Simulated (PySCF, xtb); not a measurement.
C₄H₄BNO, SMILES N#CC1=CCB1O.

GFN2-xTB (xtb 6.7.1) at its own geometry gives an orbital gap of 3.33 eV and a dipole moment of 6.24 D.

Coordinates come from a PBE0-D3(BJ)/def2-SVP optimisation. This is a generated structure with no PubChem entry under its InChIKey; it may be hypothetical. One conformer was computed; it need not be the lowest.

Task: What does CAM-B3LYP/def2-TZVP (PySCF) give? (The exact figures need the calculation; the answer reports its results.)

Result: gap 8.62 eV (levels -9.31 and -0.69 eV), dipole 6.03 D.
